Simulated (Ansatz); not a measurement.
`C[O][InH][C]#N` and `C[O][InH][CH3]` differ in one atom or group.

Ansatz, PBE0-D4/def2-TZVP geometries, multiplicity 1. Each molecule was computed in one conformer, which needn't be the lowest.

Elements past krypton have def2 core potentials.

```csv
property,`C[O][InH][C]#N`
HOMO–LUMO gap (PBE/def2-TZVPP) / eV,3.64
HOMO–LUMO gap (B3LYP/def2-TZVPP) / eV,5.29
LUMO energy (ωB97M-V/def2-TZVPP) / eV,-0.63
size of the dipole moment (B3LYP/def2-TZVPP) / D,3.10
LUMO energy (PBE0/def2-TZVPP) / eV,-2.21
"ideal-gas entropy at 298 K and 1 bar (rigid rotor, harmonic PBE0-D4/def2-TZVP) / J/(mol·K)",373
```

Q: What does the change do to each property? (An estimate is asked.)

A: Ansatz gave: 
```tsv
property	`C[O][InH][CH3]`	shift
HOMO–LUMO gap (PBE/def2-TZVPP) / eV	3.83	0.19
HOMO–LUMO gap (B3LYP/def2-TZVPP) / eV	5.44	0.15
LUMO energy (ωB97M-V/def2-TZVPP) / eV	0.21	0.84
size of the dipole moment (B3LYP/def2-TZVPP) / D	2.32	-0.78
LUMO energy (PBE0/def2-TZVPP) / eV	-1.15	1.06
ideal-gas entropy at 298 K and 1 bar (rigid rotor, harmonic PBE0-D4/def2-TZVP) / J/(mol·K)	372	-1
```

With PBE0 the HOMO rises by 0.89 eV and the LUMO rises by 1.06 eV, so the gap widens by about 0.17 eV. PBE moves the HOMO by 0.89 eV and ωB97M-V by 0.88 eV. The zero-point energy changes by 72.3 kJ/mol with +6 modes. Dipoles are sizes alone; their direction can turn. Modes under 60 cm⁻¹, often nearly free rotors, make the harmonic entropy too high.

B3LYP here is the variant with VWN-RPA as its local correlation; programs differ in this.
